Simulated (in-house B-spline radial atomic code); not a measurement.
# Ionising Ti5+ with different functionals

Computed with a B-spline radial code for spherical atoms: four-component Dirac-Coulomb Hamiltonian, Fermi nucleus of rms radius 3.5921 fm, spin-restricted, spherical fractional occupations for the functionals. The ionisation energy is the difference of two self-consistent energies, [Ne] 3s2 3p5 → [Ne] 3s2 3p4, without Breit or QED terms; ε is the level of the shell that loses the electron (mean over j). The electron is taken from both j subshells in proportion to 2j + 1, so the result is a j average, not the step between ground levels.

Hybrids are left out here: with spherical fractional occupations of an open shell their exact exchange keeps a self-interaction that integer-occupation calculations don't have.

| method | rung | ΔSCF (eV) | -ε(3p) (eV) |
| --- | --- | --- | --- |
| LDA VWN5 | LDA | 121.17 | 110.31 |
| relativistic LDA | LDA | 121.15 | 110.28 |
| LDA PW92 | LDA | 121.16 | 110.30 |
| LDA exchange-only | LDA | 119.28 | 108.42 |
| PBE | GGA | ? | ? |
| PBEsol | GGA | 121.05 | 110.18 |
| BLYP | GGA | 121.01 | 110.14 |
| RPBE | GGA | ? | ? |
| PW91 | GGA | 121.28 | 110.41 |
| BP86 | GGA | 121.25 | 110.38 |
| AM05 | GGA | 121.02 | 110.16 |
| OLYP | GGA | 121.50 | 110.63 |

Task: What does PBE give?

Result: ΔSCF 121.16 eV, and -ε(3p) = 110.30 eV.

Task: What does RPBE give?

Result: ΔSCF 121.15 eV, and -ε(3p) = 110.29 eV.

Task: How do they compare with the NIST value?

Result: NIST lists 119.53 eV ± 0.025 (semi-empirical, ground level to ground level). Errors run from -0.26 to +1.96 eV. The correlated functionals all miss on the same side by more than they spread, so the cause is common to them (Breit-QED terms, spin polarisation, the choice among j levels, multiplet and fine-structure energies, or a listed next ion that isn't the cheapest removal here) and closeness doesn't rank the functionals.
